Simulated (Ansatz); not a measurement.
Ansatz (a quantum-chemistry and plane-wave program) input (RI-MP2/aug-cc-pVQZ):
A basis named .json is the Basis Set Exchange file of that set.

Ansatz 0.2 input:
```yaml
crystal:
  periodic: [false, false, false]
  atoms:
    - {symbol: Ge, position_ang: [0.20970819, -0.16279412, 0.26906881]}
    - {symbol: O, position_ang: [0.90778365, 0.08363465, -1.24146200]}
    - {symbol: F, position_ang: [-1.55254792, 0.50448164, 0.14683270]}
basis:
  gaussian:
    orbitals: aug-cc-pVQZ
    fitting: {mean_field: def2-universal-jkfit, correlation: aug-cc-pVQZ-RIFIT.json}
total_charge: -1
magnetization: {spin_polarized: false}
correlation: {method: mp2, electrons: outside_noble_gas}
```

Output:

```
Functional definition: HF
integrals: 0.26 GiB planned
420 factors; integrals over basis functions are off by at most 1.4e0 eV
mean field: 0.68 GiB planned
mean field evaluation 1: about -61219.8827 eV, gradient 2.9e1 eV
mean field evaluation 2: about -61220.0007 eV, gradient 3.1e1 eV
mean field evaluation 4: about -61221.7467 eV, gradient 9.4e-1 eV
mean field evaluation 8: about -61221.7520 eV, gradient 1.4e-6 eV
mean field -61221.75201534 eV, -2249.8578889698 hartree, gradient 1.4e-6 eV, S^2 0.000000; 0 other end points of the search recorded, 0 dependent functions left out
16 core orbitals not correlated
598 factors; their error is unknown
reference -61221.75201534 eV, -2249.8578889698 hartree; 9, 9 occupied and 228, 228 virtual orbitals, 598 factors
second order -18.58496146 eV of doubles, -0.00000000 eV of singles
Total energy: -61240.33697680 eV, -2250.5408737062 hartree
```
